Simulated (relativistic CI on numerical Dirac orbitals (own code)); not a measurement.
## Pr5+: M4,5 absorption edge

Computed with this model: Dirac-Coulomb-Breit CI, KLI orbitals optimised for each configuration, model QED (radiative potential, 1s self-energy scaled to tabulated hydrogen-like ionisation energies), valence Slater integrals scaled by 0.7, multiplet model of core-to-valence dipole absorption; configurations [Kr] 4d10 5s2 5p6 → [Ar] 3d9 4s2 4p6 4d10 4f 5s2 5p6; 10 K; Lorentzian 0.36 eV and Gaussian 0.4 eV FWHM. Energies are those of the free ion, without screening or charge transfer. The branching ratio is the share of the lower-energy edge in the whole absorption, uncertain by about 0.02 where the edges overlap. S is read from ⟨S²⟩ = S(S + 1).

free ion: ground-state S = 0.00, centroid 950.95 eV, branching ratio 0.411. Peaks (eV, height): 939.5 (71), 959.0 (100).

The statistical ratio of this edge is 3/5 = 0.600. Values above it arise where the holes sit mainly in the j = l + 1/2 valence subshell or the ground state has high spin; values below it where core-valence Coulomb terms move weight to the upper edge, as in nearly empty shells.

Strongest unbroadened transitions for free ion:

| Energy (eV) | Relative strength |
| --- | --- |
| 934.36 | 0.4 |
| 939.51 | 69.3 |
| 958.95 | 100.0 |
